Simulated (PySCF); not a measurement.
# Platinum: a sound run and one with changed settings

Sound run: Pt [Xe] 4f14 5d9 6s1, Pt⁺ [Xe] 4f14 5d9. Calculation: PySCF 2.14, in cc-pVTZ-PP with ECP60MDF (5s5p4d2f1g, 63 functions); scalar relativity through the core potential. In the sound run the correlated levels freeze 5s2 5p6 outside the core potential. The sound run starts from symmetry-adapted Hartree-Fock orbitals and uses a fine grid where one is needed.

A second run was set up differently.

```tsv
species	method	sound run (hartree)	changed run (hartree)	converged
Pt	UHF	-118.51564	-118.51564	yes
Pt	LDA	-119.18412	-119.18406	no
Pt	MN15	-119.18107	-119.18107	yes
Pt	MP2	-118.83286	-118.81552	yes
Pt⁺	UHF	-118.23749	-118.23749	yes
Pt⁺	LDA	-118.82633	-118.82633	no
Pt⁺	MN15	-118.84073	-118.84073	yes
Pt⁺	MP2	-118.50486	-118.49200	yes
```

Ionisation energy of Pt:

```
 method  sound run (eV)  changed run (eV)
    UHF           7.569             7.569
   MN15           9.261             9.261
    MP2           8.925             8.803
SCS-MP2           8.711             8.605
```

What was changed?
A. level shift left on
B. a valence shell is frozen
C. angular grid far too coarse
D. minimal basis

A. It used initial guess minao, at most 50 SCF cycles, level shift 0.1 hartree. A level shift leaves the converged SCF energy unchanged but raises the virtual orbital energies, which shrinks MP2 if it is not removed.
